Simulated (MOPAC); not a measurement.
Input file for MOPAC: PM3 on CdH4Si (SMILES [SiH3][CdH]), a point of a bond scan (R = 3.908 Å).

```
PM3 1SCF PRECISE CHARGE=0 THREADS=1
CdH4Si

Cd    -0.56643322 1    -0.31054170 1    -0.07977578 1
H     -3.96782357 1    -2.17532206 1    -0.55882355 1
Si     1.63488208 1     0.89630877 1     0.23025485 1
H      2.24913649 1     0.59379975 1     1.54999129 1
H      1.47089364 1     2.37203423 1     0.15366084 1
H      2.62571392 1     0.51316070 1    -0.80992508 1
```

It printed:

```
*******************************************************************************
 **                                                                           **
 **                              MOPAC v23.2.5                                **
 **                                                                           **
 *******************************************************************************
 ** MOPAC's Digital Object Identifier: https://doi.org/10.5281/zenodo.6511958 **
 **                                                                           **
 ** Please cite the open-source release paper for use of this MOPAC version:  **
 ** J. E. Moussa and J. J. P. Stewart (2026)                                  **
 ** MOPAC: An open-source semiempirical molecular orbital program             **
 ** J. Open Source Softw., 11(119), 8025, https://doi.org/10.21105/joss.08025 **
 *******************************************************************************

                              PM3 CALCULATION RESULTS

 *******************************************************************************
 *  PM3        - The PM3 Hamiltonian to be used
 *
 *
 *
 *                 CHARGE ON SYSTEM = 0
 *
 *
 *
 *  PRECISE    - TIGHTER CRITERIA TO BE USED
 *  1SCF       - DO 1 SCF AND THEN STOP
 *  THREADS=1  - MULTI-THREADING NOT USED
 *  T=         - A TIME OF 172800.0 SECONDS REQUESTED
 *  DUMP=N     - RESTART FILE WRITTEN EVERY 7200.0 SECONDS REQUESTED
 *******************************************************************************
PM3 1SCF PRECISE CHARGE=0 THREADS=1
 CdH4Si

   ATOM   CHEMICAL          X               Y               Z
  NUMBER   SYMBOL      (ANGSTROMS)     (ANGSTROMS)     (ANGSTROMS)

     1      Cd         -0.56643322  *  -0.31054170  *  -0.07977578  *
     2       H         -3.96782357  *  -2.17532206  *  -0.55882355  *
     3      Si          1.63488208  *   0.89630877  *   0.23025485  *
     4       H          2.24913649  *   0.59379975  *   1.54999129  *
     5       H          1.47089364  *   2.37203423  *   0.15366084  *
     6       H          2.62571392  *   0.51316070  *  -0.80992508  *



          CARTESIAN COORDINATES

    NO.       ATOM           X           Y           Z

     1        Cd         -0.5664     -0.3105     -0.0798
     2         H         -3.9678     -2.1753     -0.5588
     3        Si          1.6349      0.8963      0.2303
     4         H          2.2491      0.5938      1.5500
     5         H          1.4709      2.3720      0.1537
     6         H          2.6257      0.5132     -0.8099

  H: (PM3): J. J. P. STEWART, J. COMP. CHEM. 10, 209 (1989).
 Si: (PM3): J. J. P. STEWART, J. COMP. CHEM. 10, 209 (1989).
 Cd: (PM3): J. J. P. STEWART, J. COMP. CHEM. 12, 320-341 (1991).

           Empirical Formula: H4 Cd Si  =     6 atoms



      MOLECULAR POINT GROUP   :   C3v


      RHF CALCULATION, NO. OF DOUBLY OCCUPIED LEVELS = 5



 ALL CONVERGERS ARE NOW FORCED ON
 SHIFT=10, PULAY ON, CAMP-KING ON
 AND ITERATION COUNTER RESET



 -------------------------------------------------------------------------------
 PM3 1SCF PRECISE CHARGE=0 THREADS=1
 CdH4Si



     1SCF WAS SPECIFIED, SO BFGS WAS NOT USED
     SCF FIELD WAS ACHIEVED


                              PM3 CALCULATION
                                                       MOPAC v23.2.5 Linux




          FINAL HEAT OF FORMATION =        122.13709 KCAL/MOL =     511.02160 KJ/MOL


          COSMO AREA              =        118.99 SQUARE ANGSTROMS
          COSMO VOLUME            =         95.21 CUBIC ANGSTROMS

          IONIZATION POTENTIAL    =          5.216712 EV
          HOMO LUMO ENERGIES (EV) =         -5.217 -1.666
          NO. OF FILLED LEVELS    =          5
          MOLECULAR WEIGHT        =        144.5271         POINT GROUP:  C3v

          MOLECULAR DIMENSIONS (Angstroms)

            Atom       Atom       Distance
            H     6    H     2     7.12501
            H     5    H     4     2.39113
            H     2    H     4     2.03154


          SCF CALCULATIONS        =          1





   ATOM   CHEMICAL          X               Y               Z
  NUMBER   SYMBOL      (ANGSTROMS)     (ANGSTROMS)     (ANGSTROMS)

     1      Cd         -0.56643322  *  -0.31054170  *  -0.07977578  *
     2       H         -3.96782357  *  -2.17532206  *  -0.55882355  *
     3      Si          1.63488208  *   0.89630877  *   0.23025485  *
     4       H          2.24913649  *   0.59379975  *   1.54999129  *
     5       H          1.47089364  *   2.37203423  *   0.15366084  *
     6       H          2.62571392  *   0.51316070  *  -0.80992508  *

                             CARTESIAN COORDINATES

   1   Cd       -0.566433220    -0.310541700    -0.079775780
   2    H       -3.967823570    -2.175322060    -0.558823550
   3   Si        1.634882080     0.896308770     0.230254850
   4    H        2.249136490     0.593799750     1.549991290
   5    H        1.470893640     2.372034230     0.153660840
   6    H        2.625713920     0.513160700    -0.809925080


           Empirical Formula: H4 Cd Si  =     6 atoms



      MOLECULAR POINT GROUP   :   C3v


                  EIGENVALUES
 -16.80087 -12.13322 -12.13322 -11.40452  -5.21671  -1.66610   1.30901   1.66209
   1.66209  20.78591  20.78591  20.83397


              NET ATOMIC CHARGES AND DIPOLE CONTRIBUTIONS

  ATOM NO.   TYPE          CHARGE      No. of ELECS.   s-Pop       p-Pop
    1         Cd           0.835335        1.1647     1.15785     0.00681
    2          H          -0.473885        1.4739     1.47388
    3         Si           0.071486        3.9285     1.10829     2.82022
    4          H          -0.144312        1.1443     1.14431
    5          H          -0.144312        1.1443     1.14431
    6          H          -0.144312        1.1443     1.14431
 DIPOLE           X         Y         Z       TOTAL
 POINT-CHG.     2.921     1.602     0.411     3.357
 HYBRID         1.254     0.688     0.177     1.441
 SUM            4.176     2.289     0.588     4.799


          ATOMIC ORBITAL ELECTRON POPULATIONS

     Atom    s        px        py        pz
    1 Cd   1.15785   0.00458   0.00170   0.00054
    2  H   1.47388
    3 Si   1.10829   1.02835   0.91807   0.87380
    4  H   1.14431
    5  H   1.14431
    6  H   1.14431

 **********************
 *                    *
 * JOB ENDED NORMALLY *
 *                    *
 **********************




 == MOPAC DONE ==
```

The run finished.

Cost: roughly 0.14 core-seconds.
